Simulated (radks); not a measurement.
The nuclear charge of neutral thulium is varied continuously with 69 electrons held in [Xe] 4f13 6s2. Method: scalar-relativistic Kohn-Sham, r2SCAN, spin-unpolarised, spherical densities, finite nucleus; meta-GGA in the generalised Kohn-Sham scheme; Fermi nuclear charge, rms radius 5.2256 fm; computed with a radial shooting solver on a logarithmic mesh with Libxc functionals. By the Hellmann-Feynman theorem dE/dZ = E(electron-nucleus)/Z, the electronic potential at the nucleus (averaged over a nucleus of fixed radius). The scalar-relativistic energy here is not variational (the density holds large components alone), so the two differ by a part that grows with Z.

| Z | E (hartree) | E(electron-nucleus)/Z (hartree) | HOMO | e(HOMO) (eV) | <r> HOMO (bohr) |
|---|---|---|---|---|---|
| 68.8 | -13470.3117 | -481.150 | 4f | -0.569 | 0.8291 |
| 69 | -13567.3956 | -483.266 | 4f | -3.052 | 0.8077 |
| 69.2 | -13664.9093 | -485.379 | 6s | -5.212 | 3.853 |
| 69.4 | -13762.8525 | -487.491 | 6s | -6.547 | 3.700 |
| 69.6 | -13861.2248 | -489.601 | 6s | -7.961 | 3.566 |
| 69.8 | -13960.0263 | -491.711 | 6s | -9.447 | 3.447 |
| 70 | -14059.2570 | -493.821 | 6s | -11.001 | 3.340 |

The central difference of E at Z = 69 is -486.494 hartree, to compare with the third column; the second derivative is -10.7 hartree.
